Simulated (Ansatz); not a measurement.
The cluster Fe2S⁺, relaxed as a doublet with UKS r2SCAN-D4/def2-TZVP in Ansatz, starting from packed atoms. Force threshold 0.02 eV/Å.

The charge 1 doublet is spin-contaminated (final ⟨S²⟩ up to 3.82, 0.75 for a pure state). The structure comes from a short search, and lower isomers may exist.

Start:

Cartesian coordinates in Å:
```
Fe 1.300 -0.542 -1.069
Fe -0.698 1.483 0.666
S -0.602 -0.941 0.403
```

(1) Estimate the energy that the relaxation releases and the steps that it takes.

(2) Does the start keep its bonding and symmetry?

(3) Predict the relaxed structure.

## Answers

(1) 105.3 kJ/mol, in 5 steps; 55 s on 4 threads of Arm Neoverse V2 on a shared host. No frequencies were taken in this run, so the end may be a saddle point.

(2) By distances, no bond broke or formed, bridged metal pairs apart. The bond that changes most is Fe2–S3, from 2.44 to 2.12 Å (atoms count from 1). Metal–metal contacts that move far: Fe1–Fe2 3.33 to 2.59 Å. Point group C2v at the start, C2v at the end, both within 0.05 Å.

(3) 
```
atom   x (Å)   y (Å)   z (Å)
 Fe1   1.060  -0.342  -0.864
 Fe2  -0.491   1.231   0.483
  S3  -0.569  -0.889   0.381
```
Bond lengths (bridged metal pairs left out): 2 × Fe–S 2.12 Å.
